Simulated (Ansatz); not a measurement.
BrH3OSi2Sn: where a starting geometry ends

The starting geometry of this gas-phase singlet was optimised with GFN2-xTB.

```xyz
8

Br    0.0435    3.7470   -1.2464
O     1.7403    1.4233    1.0322
Si    0.9382    0.1596    0.6231
Si   -1.2570    0.9400    1.0208
Sn    0.2080    3.2663    1.2463
H     1.8804   -0.8634    0.1455
H    -2.0178    0.4009   -0.1394
H    -1.7067   -0.0139    2.0787
```

Task: Predict what becomes of its bonds when it is optimised with r2SCAN-D4/def2-SVP.

Result: A new bond forms, giving a structure with Br1 bridging Sn5 and Si3, given below by its coordinates. Distances that change by over a tenth: Br1–Sn5 (2.54 → 3.13 Å), O2–Sn5 (2.41 → 2.11 Å). Contacts that close: Br1–Si3 (4.14 → 2.37 Å).

The energy falls by 0.94 eV over 19 steps:

| step | E − E(last) (eV) |
| --- | --- |
| 1 | 0.942 |
| 3 | 0.638 |
| 5 | 0.586 |
| 7 | 0.445 |
| 9 | 0.193 |
| 11 | 0.032 |
| 13 | 0.001 |
| 15 | 0.000 |
| 17 | 0.000 |
| 19 | 0.000 |

Final geometry (Å):

| atom | x (Å) | y (Å) | z (Å) |
| --- | --- | --- | --- |
| Br | 0.6756 | 2.4018 | -1.3933 |
| O | 1.5663 | 1.5899 | 1.4880 |
| Si | 0.9054 | 0.7134 | 0.2583 |
| Si | -1.2912 | 0.8515 | 0.9869 |
| Sn | 0.1163 | 3.1246 | 1.5984 |
| H | 1.8056 | -0.3048 | -0.3557 |
| H | -2.4049 | 0.7057 | -0.0015 |
| H | -1.5443 | -0.0224 | 2.1799 |

Frequencies at the end are all real (lowest 50 cm⁻¹). Atoms past krypton carry core potentials, without spin–orbit terms. Run with Ansatz 0.2.0, 67 s on 2 threads of Intel(R) Xeon(R) Platinum 8259CL CPU @ 2.50GHz (Skylake/Cascade Lake), with other jobs on the host.
